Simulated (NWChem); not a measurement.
Correlation energy of BeF$_{2}$

SMILES: [F][Be][F]
```xyz
3

Be     0.0000     0.0000     0.0000
F      0.0000     0.0000     1.3865
F      0.0000     0.0000    -1.3865
```
Charge 0, spin multiplicity 1.

Program: NWChem. Structure: optimised with B3LYP/def2-SVP, a minimum by its harmonic frequencies.

Basis set: STO-3G. Each correlation energy counts from its own Hartree-Fock reference.

The correlated methods keep 3 core orbitals frozen. The structure started from a generated list of species. Coupled-cluster values serve here as a point of comparison, not as the truth.

```json
[
 {"method": "CCSD", "correlation energy (mHa)": "-87.8"},
 {"method": "MP2", "correlation energy (mHa)": "-82.9"},
 {"method": "SCS-MP2", "correlation energy (mHa)": "___"},
 {"method": "CR-CCSD(T)", "correlation energy (mHa)": "___"},
 {"method": "CCSD+T(CCSD)", "correlation energy (mHa)": "-105.0"},
 {"method": "CR-CCSD[T]", "correlation energy (mHa)": "___"},
 {"method": "CCSD(T)", "correlation energy (mHa)": "-101.7"},
 {"method": "CCSDT", "correlation energy (mHa)": "___"}
]
```

Problem. Fill in the missing entries.

Solution. 
- SCS-MP2, correlation energy (mHa): -80.6
- CR-CCSD(T), correlation energy (mHa): -100.7
- CR-CCSD[T], correlation energy (mHa): -103.7
- CCSDT, correlation energy (mHa): -101.4
